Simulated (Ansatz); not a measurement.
Relaxation of F$_{3}$HOSi (6 atoms, charge 0, multiplicity 1), to a largest force component of 0.02 eV/Å in at most 40 steps.

Method: RHF/def2-SVP in Ansatz 0.2.0.

```xyz
6
Properties=species:S:1:pos:R:3:forces:R:3
Si 0.000 0.000 0.000 0.51 0.15 2.12
O 0.000 0.000 1.680 -2.91 -0.99 -1.53
H -0.909 -0.281 2.017 2.80 0.87 -0.69
F 1.499 0.000 -0.529 -0.81 0.03 0.18
F -0.749 1.297 -0.529 0.24 -0.56 -0.07
F -0.749 -1.297 -0.529 0.17 0.50 -0.01
```

Q: Where does it end, and by what steps?

A: The run converged. After 7 steps the energy has fallen by 0.267 eV; H3 moved furthest, 0.19 Å.

| step | energy less start (eV) | largest force component (eV/Å) | accepted |
| --- | --- | --- | --- |
| 0 | 0.0000 | 2.915 | yes |
| 1 | -0.1857 | 1.347 | yes |
| 2 | -0.2426 | 0.364 | yes |
| 3 | -0.2543 | 0.395 | yes |
| 4 | -0.2622 | 0.153 | yes |
| 5 | -0.2652 | 0.178 | yes |
| 6 | -0.2672 | 0.038 | yes |
| 7 | -0.2673 | 0.007 | yes |

```xyz
6
Properties=species:S:1:pos:R:3
Si -0.020 -0.026 0.015
O -0.044 -0.098 1.613
H -0.831 -0.156 2.133
F 1.477 0.015 -0.468
F -0.761 1.257 -0.537
F -0.729 -1.273 -0.648
```

Whether the end is a true minimum wasn't checked by a vibrational analysis.

Run time: 4.8 s on 1 thread of AMD EPYC 9B45 (Zen 5) (shared host), peak memory 0.15 GiB.
